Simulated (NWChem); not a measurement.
System: BeHBr; SMILES [Br][BeH]

Parts of the log:

```
             Northwest Computational Chemistry Package (NWChem) 7.3.0
             --------------------------------------------------------

                             Geometry "geometry" -> ""
                             -------------------------

 Output coordinates in angstroms (scale by  1.889725989 to convert to a.u.)

  No.       Tag          Charge          X              Y              Z
 ---- ---------------- ---------- -------------- -------------- --------------
    1 Be                   4.0000     0.00000000     0.00000000    -1.65314800
    2 H                    1.0000     0.00000000     0.00000000    -2.97663600
    3 Br                  35.0000     0.00000000     0.00000000     0.30690800

 Effective nuclear repulsion energy (a.u.)      45.0372501241

                              NWChem Property Module
                              ----------------------

                                 NWChem DFT Module
                                 -----------------

 Summary of "ao basis" -> "ao basis" (spherical)
 ------------------------------------------------------------------------------
       Tag                 Description            Shells   Functions and Types
 ---------------- ------------------------------  ------  ---------------------
 Be                        def2-tzvpd               10       22   5s4p1d
 H                         def2-tzvpd                5        9   3s2p
 Br                        def2-tzvpd               19       57   7s6p5d1f

            General Information
            -------------------
          SCF calculation type: DFT
          Wavefunction type:  closed shell.
          No. of atoms     :     3
          No. of electrons :    40
           Alpha electrons :    20
            Beta electrons :    20
          Charge           :     0
          Spin multiplicity:     1
          Use of symmetry is: off; symmetry adaption is: off
          Maximum number of iterations: 150
          AO basis - number of functions:    88
                     number of shells:    34
          Convergence on energy requested:  1.00D-06
          Convergence on density requested:  1.00D-05
          Convergence on gradient requested:  5.00D-04

              XC Information
              --------------
                         B3LYP Method XC Potential
                     Hartree-Fock (Exact) Exchange  0.200
                        Slater Exchange Functional  0.800 local
                    Becke 1988 Exchange Functional  0.720 non-local
              Lee-Yang-Parr Correlation Functional  0.810
                  VWN I RPA Correlation Functional  0.190 local

             Grid Information
             ----------------
          Grid used for XC integration:  medium
          Radial quadrature: Mura-Knowles
          Angular quadrature: Lebedev.
          Tag              B.-S. Rad. Rad. Pts. Rad. Cut. Ang. Pts.
          ---              ---------- --------- --------- ---------
          Be                  1.05       49          13.0       434
          H                   0.35       45          13.0       434
          Br                  1.15      112          13.0       590
          Grid pruning is: on
          Number of quadrature shells:   206
          Spatial weights used:  Erf1

      Superposition of Atomic Density Guess
      -------------------------------------

 Sum of atomic energies:       -2587.47171600

      Non-variational initial energy
      ------------------------------

 Total energy =   -2587.805897
 1-e energy   =   -3690.767865
 2-e energy   =    1057.924718
 HOMO         =      -0.418826
 LUMO         =       0.024819

   convergence    iter        energy       DeltaE   RMS-Dens  Diis-err
 ---------------- ----- ----------------- --------- --------- ---------
 d= 0,ls=0.0,diis     1  -2589.5599906810 -2.63D+03  7.70D-03  5.36D-01
 d= 0,ls=0.0,diis     2  -2589.5732102853 -1.32D-02  4.73D-03  1.88D-01
 d= 0,ls=0.0,diis     3  -2589.5873280618 -1.41D-02  1.64D-03  4.94D-02
 d= 0,ls=0.0,diis     4  -2589.5930121762 -5.68D-03  1.47D-04  1.62D-04
 d= 0,ls=0.0,diis     5  -2589.5930359303 -2.38D-05  2.39D-05  5.32D-06
 d= 0,ls=0.0,diis     6  -2589.5930365841 -6.54D-07  5.83D-06  6.59D-07

         Total DFT energy =    -2589.593036584146
      One electron energy =    -3691.797725904509
           Coulomb energy =     1151.775570281894
    Exchange-Corr. energy =      -94.608131085630
 Nuclear repulsion energy =       45.037250124099

 Numeric. integr. density =       39.999997509195

                       DFT Final Molecular Orbital Analysis
                       ------------------------------------

 Vector   18  Occ=2.000000D+00  E=-3.443335D-01
              MO Center=  7.4D-10, -4.4D-10, -2.4D+00, r^2= 1.9D+00
   Bfn.  Coefficient  Atom+Function         Bfn.  Coefficient  Atom+Function
  ----- ------------  ---------------      ----- ------------  ---------------
     8      0.380569  1 Be pz                24      0.285152  2 H  s
    23      0.183871  2 H  s                  3      0.178279  1 Be s
    38      0.176430  3 Br s                 50      0.158188  3 Br pz
    14     -0.152077  1 Be pz                44     -0.124930  3 Br pz
    47      0.117836  3 Br pz                 4      0.103892  1 Be s

 Vector   19  Occ=2.000000D+00  E=-3.210592D-01
              MO Center=  1.8D-09, -8.0D-10,  1.7D-01, r^2= 1.7D+00
   Bfn.  Coefficient  Atom+Function         Bfn.  Coefficient  Atom+Function
  ----- ------------  ---------------      ----- ------------  ---------------
    49      0.423035  3 Br py                43     -0.296225  3 Br py
    46      0.269767  3 Br py                48      0.263975  3 Br px
    52      0.246164  3 Br py                42     -0.184845  3 Br px
    45      0.168335  3 Br px                51      0.153607  3 Br px
     7     -0.103449  1 Be py                40      0.090333  3 Br py

 Vector   20  Occ=2.000000D+00  E=-3.210592D-01
              MO Center=  8.4D-09, -4.4D-09,  1.7D-01, r^2= 1.7D+00
   Bfn.  Coefficient  Atom+Function         Bfn.  Coefficient  Atom+Function
  ----- ------------  ---------------      ----- ------------  ---------------
    48      0.423035  3 Br px                42     -0.296225  3 Br px
    45      0.269767  3 Br px                49     -0.263975  3 Br py
    51      0.246164  3 Br px                43      0.184845  3 Br py
    46     -0.168335  3 Br py                52     -0.153607  3 Br py
     6     -0.103449  1 Be px                39      0.090333  3 Br px

 Vector   21  Occ=0.000000D+00  E=-3.553867D-02
              MO Center=  1.3D-09,  3.3D-08, -1.7D+00, r^2= 4.7D+00
   Bfn.  Coefficient  Atom+Function         Bfn.  Coefficient  Atom+Function
  ----- ------------  ---------------      ----- ------------  ---------------
     7      0.502400  1 Be py                16     -0.388015  1 Be py
    13     -0.300751  1 Be py                52      0.182968  3 Br py
    55      0.172569  3 Br py                49      0.162410  3 Br py
    43     -0.106999  3 Br py                46      0.106808  3 Br py
    30     -0.078363  2 H  py                73      0.067939  3 Br d -1

 Vector   22  Occ=0.000000D+00  E=-3.553867D-02
              MO Center=  2.1D-08, -1.9D-09, -1.7D+00, r^2= 4.7D+00
   Bfn.  Coefficient  Atom+Function         Bfn.  Coefficient  Atom+Function
  ----- ------------  ---------------      ----- ------------  ---------------
     6      0.502400  1 Be px                15     -0.388015  1 Be px
    12     -0.300751  1 Be px                51      0.182968  3 Br px
    54      0.172569  3 Br px                48      0.162410  3 Br px
    42     -0.106999  3 Br px                45      0.106808  3 Br px
    29     -0.078363  2 H  px                75     -0.067939  3 Br d  1

 Vector   23  Occ=0.000000D+00  E=-1.212353D-02
              MO Center=  1.4D-06, -1.4D-07, -2.4D-02, r^2= 1.0D+01
   Bfn.  Coefficient  Atom+Function         Bfn.  Coefficient  Atom+Function
  ----- ------------  ---------------      ----- ------------  ---------------
     5      2.092086  1 Be s                 38     -0.972260  3 Br s
     4     -0.632638  1 Be s                 14      0.586506  1 Be pz
    56      0.550207  3 Br pz                17      0.355443  1 Be pz
    25      0.293600  2 H  s                 36     -0.267005  3 Br s
    37     -0.222453  3 Br s                 31      0.193555  2 H  pz

     Multipole analysis of the density
     ---------------------------------

     L   x y z        total         alpha         beta         nuclear
     -   - - -        -----         -----         ----         -------
     0   0 0 0     -0.000000    -20.000000    -20.000000     40.000000

     1   1 0 0     -0.000000     -0.000000     -0.000000      0.000000
     1   0 1 0      0.000000      0.000000      0.000000      0.000000
     1   0 0 1     -0.126886     -1.152447     -1.152447      2.178007

[...]

 DFT Linear Response polarizability / au
 Frequency  =       0.0773000 / au
 Wavelength =     589.4353558 / nm
              X              Y              Z
 -----------------------------------------------
 X      36.0325504      0.0000001      0.0000005
 Y       0.0000001     36.0325513     -0.0000003
 Z       0.0000005     -0.0000003     49.2663993
 -----------------------------------------------
 Eigenvalues =      36.0325504     36.0325513     49.2663993
 Isotropic   =      40.4438337
 Anisotropic =      13.2338484
 -----------------------------------------------

 Magnetic Dipole Response Matrix (nonzero elements):

 Exiting AOResponse driver routine
```

Level: B3LYP/def2-TZVPD. All runs use the structure optimised with B3LYP/6-31G* (spherical d).

Q: Reconstruct the input file.

A: One answer among several that fit: the input that was run:
```
start job
memory heap 200 mb stack 900 mb global 1100 mb
geometry units angstroms noautosym nocenter noautoz
  Be     0.000000     0.000000    -1.653148
  H      0.000000     0.000000    -2.976636
  Br     0.000000     0.000000     0.306908
end
basis spherical
  * library def2-tzvpd
end
dft
  xc b3lyp
  iterations 150
end
property
  response 1 0.0773
end
task dft property
```
